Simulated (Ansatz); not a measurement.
Ansatz (an electronic-structure program) input (RPA@PBE/cc-pVTZ):

Ansatz 0.2 input:
```yaml
crystal:
  periodic: [false, false, false]
  atoms:
    - {symbol: Ge, position_ang: [-1.51840703, -0.08161206, 0.22569907]}
    - {symbol: C, position_ang: [0.39687883, 0.01834562, -0.04245288]}
    - {symbol: C, position_ang: [1.35027131, -0.12678212, 0.90356147]}
    - {symbol: C, position_ang: [2.69897520, 0.01453807, 0.32183116]}
    - {symbol: C, position_ang: [2.51588853, 0.24388766, -0.97586416]}
    - {symbol: C, position_ang: [1.08350050, 0.27767815, -1.37657319]}
    - {symbol: H, position_ang: [-2.19619200, 1.24018104, -0.18583791]}
    - {symbol: H, position_ang: [-2.13025740, -1.20967546, -0.62811839]}
    - {symbol: H, position_ang: [-1.79112240, -0.35763233, 1.71395980]}
    - {symbol: H, position_ang: [1.17123088, -0.32112252, 1.95335031]}
    - {symbol: H, position_ang: [3.62750913, -0.05893107, 0.86721216]}
    - {symbol: H, position_ang: [0.84066419, -0.48856531, -2.11912681]}
    - {symbol: H, position_ang: [0.79410645, 1.24132746, -1.80682370]}
basis:
  gaussian:
    orbitals: cc-pVTZ
hamiltonian:
  xc: pbe
magnetization: {spin_polarized: true, initial_magnetization: 1}
correlation: {method: rpa, electrons: outside_noble_gas}
```

End of the output:

```
integrals: 0.82 GiB planned
1700 factors; integrals over basis functions are off by at most 1.1e-3 eV
0.46 GiB of the device are held for the grids
2.36 GiB of device memory are held for the factors and their scratch space
mean field: 2.07 GiB planned
mean field evaluation 1: about -61787.2397 eV, gradient 5.3e1 eV
mean field evaluation 2: about -61787.2291 eV, gradient 5.3e1 eV
mean field evaluation 4: about -61799.5677 eV, gradient 1.4e1 eV
mean field evaluation 8: about -61800.6854 eV, gradient 1.9e-1 eV
mean field evaluation 16: about -61800.6845 eV, gradient 5.0e-3 eV
mean field evaluation 32: about -61798.8601 eV, gradient 8.5e-2 eV
mean field -61800.68449364 eV, -2271.1332651328 hartree, gradient 3.7e-6 eV, S^2 0.761082; 3 other end points of the search recorded, 0 dependent functions left out
19 core orbitals not correlated
reference -61734.27041220 eV, -2268.6925926569 hartree; 16, 15 occupied and 256, 257 virtual orbitals, 1700 factors
Total energy: -61774.91189156 eV, -2270.1861394756 hartree
```

It need not be the lowest isomer of its formula.
